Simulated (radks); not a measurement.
Pb4+, configuration [Xe] 4f14 5d10. Calculated with a radial shooting solver on a logarithmic mesh with Libxc functionals: scalar-relativistic Kohn-Sham, MS2 meta-GGA, spin-polarised, spherical densities, finite nucleus; meta-GGA in the generalised Kohn-Sham scheme; Fermi nuclear charge, rms radius 5.5012 fm.

Local quantities along the radius. ELF = 1/(1 + alpha^2) is the electron localisation function; alpha = (tau - tau_W)/tau_unif compares the Pauli kinetic energy density with that of the uniform gas (summed over spins); r v_xc is r times the local exchange-correlation potential of spin up (hartree bohr, multiplicative part alone); s = |grad rho|/(2 (3 pi^2)^(1/3) rho^(4/3)) is the reduced gradient; -r V(r) is the screened charge that the Kohn-Sham potential of spin up presents (atomic units). tau is taken from the large components.

| r (bohr) | ELF | alpha | r v_xc | s | -r V(r) |
|---|---|---|---|---|---|
| 0.0011 | 0.999 | 0.02306 | -0.1419 | 0.8664 | 81.45 |
| 0.001479 | 0.999 | 0.02571 | -0.1722 | 0.7612 | 81.24 |
| 0.001988 | 0.999 | 0.02987 | -0.2109 | 0.6867 | 80.97 |
| 0.002652 | 0.999 | 0.03634 | -0.2574 | 0.6396 | 80.61 |
| 0.003565 | 0.998 | 0.04744 | -0.3153 | 0.6144 | 80.13 |
| 0.004793 | 0.995 | 0.06733 | -0.3851 | 0.6115 | 79.49 |
| 0.006444 | 0.989 | 0.1061 | -0.4709 | 0.6308 | 78.67 |
| 0.008595 | 0.966 | 0.1863 | -0.5790 | 0.6699 | 77.66 |
| 0.01156 | 0.876 | 0.3767 | -0.6564 | 0.7191 | 76.29 |
| 0.01554 | 0.609 | 0.8016 | -0.3424 | 0.7246 | 74.17 |
| 0.02072 | 0.357 | 1.343 | -0.5562 | 0.5838 | 72.18 |
| 0.02786 | 0.393 | 1.242 | -0.6136 | 0.3451 | 69.43 |
| 0.03745 | 0.644 | 0.7438 | -0.8901 | 0.2857 | 66.26 |
| 0.04996 | 0.741 | 0.5912 | -1.012 | 0.3835 | 62.39 |
| 0.06716 | 0.547 | 0.9104 | -0.8581 | 0.4790 | 57.51 |
| 0.0903 | 0.350 | 1.364 | -0.9428 | 0.3216 | 52.19 |
| 0.1214 | 0.599 | 0.8189 | -1.210 | 0.2170 | 46.34 |
| 0.1619 | 0.698 | 0.6577 | -1.318 | 0.3913 | 40.11 |
| 0.2177 | 0.339 | 1.398 | -1.165 | 0.4532 | 33.37 |
| 0.2927 | 0.468 | 1.066 | -1.280 | 0.1527 | 26.71 |
| 0.3904 | 0.720 | 0.6232 | -1.714 | 0.3124 | 20.86 |
| 0.5249 | 0.503 | 0.9947 | -1.337 | 0.5629 | 15.35 |
| 0.7057 | 0.326 | 1.437 | -1.203 | 0.4311 | 11.29 |
| 0.9412 | 0.656 | 0.7248 | -1.494 | 0.3886 | 8.568 |
| 1.265 | 0.647 | 0.7380 | -1.146 | 0.6689 | 6.255 |
| 1.701 | 0.357 | 1.341 | -0.9666 | 1.194 | 5.230 |
| 2.287 | 0.080 | 3.388 | -0.5831 | 2.500 | 4.619 |
| 3.051 | 0.006 | 13.14 | -0.3764 | 6.679 | 4.379 |
| 4.102 | 0.000 | 110.3 | -0.1431 | 26.80 | 4.143 |

On this mesh the ELF has minima near r = 0.024, 0.090, 0.25, 0.71 bohr, which separate the shells, and maxima near 0.050 (0.74), 0.14 (0.70), 0.39 (0.72), 1.1 (0.70).

Self-consistent cycle (total energy in hartree, residual of the potential): 1: -20829.57829, 3e+01; 2: -20862.88715, 1e+01; 3: -20871.90527, 1e+00; 4: -20871.92542, 1e+00; 5: -20872.05873, 4e-02; 6: -20872.07101, 2e-02; 7: -20872.07121, 1e-02; 8: -20872.07129, 8e-04; 9: -20872.07131, 4e-05; 10: -20872.07131, 4e-06.
